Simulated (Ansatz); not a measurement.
The cluster Rb2Cl⁻. The state is a triplet with charge -1. Geometry PBE-D4/def2-TZVP, that of the neutral doublet; atoms count from 1.

```xyz
3

Rb   -1.030    0.836   -1.912
Rb   -0.295   -1.189    1.979
Cl    1.326    0.352   -0.067
```

In the def2 sets Rb takes a core potential; there is no spin–orbit coupling. The highest occupied level of the charge -1 triplet lies above zero (up to 0.23 eV). By energy differences its removal costs 0.54 eV (vertical, to the charge 0 doublet, at PBE0-D4/def2-TZVPD); a positive level beside a positive removal energy at the same level points to self-interaction error. The structure comes from a short search, and lower isomers may exist.

**Question.** Estimate the Mulliken populations from the PBE0/def2-TZVPD orbitals of Ansatz.

**Answer.** 
| atom | charge (e) | spin (α − β) |
| --- | --- | --- |
| Rb1 | -0.04 | 1.01 |
| Rb2 | -0.04 | 1.01 |
| Cl3 | -0.92 | -0.02 |
Mulliken values and Mayer orders depend strongly on the basis. With diffuse functions, as here, like atoms can get unlike values, and bond orders can come out too low or too high.

**Question.** Where does the spin sit?

**Answer.** Summed by element: Rb 2.02, Cl -0.02, of 2 unpaired in all. Largest on single atoms: Rb1 1.01, Rb2 1.01, Cl3 -0.02.
